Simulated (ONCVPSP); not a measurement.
# Potentials for Ta compared

Generated with ld1.x 7.5 (TM, RRKJ, ultrasoft, PAW), atompaw 4.2 or ONCVPSP 4.0.1. The cutoff is in Ry: for ld1.x and atompaw files where the sum of valence levels is converged to 10 mRy in a Bessel basis, for ONCV files where the hardest occupied wave has 1 mHa per electron of residual kinetic energy. The error is the largest all-electron minus pseudo excitation energy over each file’s own four to seven test configurations (ionisations up to +4, promotions, holes and added fractions of an electron), all of which were solved. The labels leave out finer settings (local radius, basis sizes, second energies), which also bear on the numbers. Spin-polarised tests are not counted. The rows are a selection from randomly drawn settings: files with unsolved tests, undetermined cutoffs or missed reference levels are left out.

A true bound ghost makes a file unfit for plane-wave use even where its test errors are small: the radial tests pick states by their node count and pass the ghost by.

| potential | cutoff (Ry) | largest error (meV) | bound ghosts |
| --- | --- | --- | --- |
| ONCV, PBE, scalar-relativistic, rc 1.70/1.45/2.20 (spd), local smoothed, core correction yes, reference 5s2 5p6 5d3 6s0.5, qcut 7.3/6.5/7.8, projectors 2/2/2 | 61 | -7.2 | none |
| ONCV, PBE, scalar-relativistic, rc 2.00/1.35/2.90 (spd), local smoothed, core correction no, reference 5s2 5p6 5d3 6s2, qcut 5.4/5.5/4.9, projectors 3/2/1 | 138 | -5.1 | none |
| ONCV, PBE, scalar-relativistic, rc 1.90/1.85/1.75/0.55 (spdf), local smoothed, core correction yes, reference 4f14 5s2 5p6 5d2, qcut 7.6/8.6/6.3/18.4, projectors 2/2/1/3 | 1908 | -42 | s, p, d, f |
| ONCV, PBEsol, scalar-relativistic, rc 1.80/2.20/1.70/1.15 (spdf), local smoothed, core correction yes, reference 4f14 5s2 5p6 5d3 6s2, qcut 7/7.4/6.5/13.8, projectors 2/1/3/2 | 179 | -12 | none |
| ONCV, LDA (Perdew-Zunger), scalar-relativistic, rc 1.90/1.90/2.90/1.15 (spdf), local f, core correction yes, reference 4f14 5s2 5p6 5d3 6s2, qcut 4.9/7.5/6.6/14, projectors 2/2/1/0 | 183 | -18 | s, p |

Question: Fill in the row for Ta: ONCV, PBE, scalar-relativistic, rc 2.25/1.70/2.25 (spd), local smoothed, core correction no, reference 5p6 5d3 6s1.5 6p0.5, qcut 3/9.3/8.1, projectors 2/2/2.

Answer: cutoff 50 Ry, largest error -1.7 meV, bound ghosts: none.

Question: Fill in the row for Ta: ONCV, LDA (Perdew-Zunger), scalar-relativistic, rc 2.15/1.35/2.50/2.25 (spdf), local smoothed, core correction yes, reference 5s2 5p6 5d3 6s1, qcut 4.3/7.2/5.9/5.2, projectors 2/3/2/2.

Answer: cutoff 51 Ry, largest error -11 meV, bound ghosts: s.

Question: Fill in the row for Ta: ONCV, PBE, scalar-relativistic, rc 2.95/2.40/2.60/1.05 (spdf), local f, core correction no, reference 4f13 5d4 6s2, qcut 2/3.4/5/13.7, projectors 1/1/2/0.

Answer: cutoff 577 Ry, largest error -1124 meV, bound ghosts: s, p.
